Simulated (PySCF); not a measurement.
C3H8O2Si2.
Z-matrix (Å and degrees, PBE0-D3(BJ)/def2-SVP geometry), rows numbered from 1:
```
O 
C   1  1.2075
O   2  1.3382  1  122.44
Si  2  1.9232  1  120.47  3   179.66
C   4  1.8954  2  106.33  1    45.10
Si  5  1.9100  4   87.25  2   -94.50
C   4  1.8964  2  106.66  1   -51.74
H   3  0.9743  2  106.65  1     0.19
H   4  1.4932  2  111.84  1   176.70
H   5  1.1023  4  112.36  2   153.35
H   5  1.0990  4  117.36  2    26.04
H   6  1.4970  5  114.31  4  -130.49
H   6  1.4895  5  113.72  4   103.05
H   7  1.0989  4  117.86  2   -26.89
H   7  1.1027  4  111.85  2  -153.96
```

Level: B3LYP/def2-SVPD in PySCF, non-relativistic, on one gas-phase PBE0-D3(BJ)/def2-SVP geometry that isn't relaxed in the solvent. The solvent is an IEF-PCM continuum (cavity from Bondi-type radii × 1.2), and excitations are vertical TDDFT with non-equilibrium linear response and a frozen core. Specific hydrogen bonds and non-electrostatic terms are outside this model.

Gas-phase singlets (H = HOMO, L = LUMO):

| state | E (eV) | λ (nm) | f | leading configurations |
| --- | --- | --- | --- | --- |
| S1 | 4.917 | 252 | 0.002 | H→L 78%, H-1→L 17% |
| S2 | 5.601 | 221 | 0.001 | H-1→L 79%, H→L 19% |
| S3 | 6.452 | 192 | 0.087 | H-2→L 92% |
| S4 | 6.664 | 186 | 0.107 | H→L+1 46%, H-3→L 40% |
| S5 | 6.708 | 185 | 0.004 | H-3→L 50%, H→L+1 37% |

Question: How does the list change in acetone (ε = 20.49)?

Answer: 
```csv
state,E (eV),λ (nm),f,leading configurations,change by rank (eV)
S1,4.981,249,0.003,"H→L 69%, H-1→L 27%",+0.064
S2,5.544,224,0.002,"H-1→L 68%, H→L 30%",-0.057
S3,6.326,196,0.120,H-2→L 95%,-0.126
S4,6.560,189,0.069,H-3→L 95%,-0.104
S5,6.755,184,0.007,H→L+2 94%,+0.047
```

Question: The ground-state energy changes by -0.249 eV from gas to acetone. By how much does the total energy of gas-phase S2 change?

Answer: E(S2) = E(S0) + excitation energy, so it changes by -0.249 − 0.057 = -0.306 eV: it is lowered more than the ground state, which is what a red shift means. This is the vertical state, with the slow part of the continuum still set for S0.

Question: How do the frontier levels move from gas to acetone?

Answer: 
```tsv
orbital	gas (eV)	solvent (eV)	change (eV)	Löwdin shares, gas	Löwdin shares, solvent
LUMO+2	0.22	0.30	+0.08	Si6 19 %, C2 11 %, C5 10 %, O1 9 %	Si6 21 %, C2 10 %, C7 9 %, C5 9 %
LUMO+1	0.04	0.27	+0.23	O3 24 %, Si4 14 %, H8 14 %, C2 11 %	O3 16 %, Si4 15 %, O1 11 %, C2 11 %
LUMO	-1.18	-1.12	+0.06	C2 31 %, O1 20 %, Si4 14 %, O3 12 %	C2 33 %, O1 21 %, O3 13 %, Si4 13 %
HOMO	-7.50	-7.43	+0.07	O1 30 %, C2 12 %, Si4 12 %, C7 10 %	O1 18 %, C7 14 %, C5 14 %, Si4 13 %
HOMO-1	-7.89	-7.85	+0.04	O1 24 %, Si4 15 %, H9 12 %, C5 10 %	O1 35 %, Si4 14 %, H9 12 %, C2 7 %
HOMO-2	-8.43	-8.27	+0.16	C7 26 %, C5 26 %, Si6 19 %, Si4 12 %	C7 26 %, C5 26 %, Si6 19 %, Si4 12 %
HOMO-3	-8.75	-8.57	+0.18	C5 28 %, C7 28 %, Si4 13 %, Si6 7 %	C5 28 %, C7 28 %, Si4 13 %, Si6 7 %
```

The HOMO–LUMO gap goes from 6.32 to 6.31 eV. Rows go by rank; for HOMO the atom shares or the degeneracy differ between the runs, so the row needn't follow one orbital.
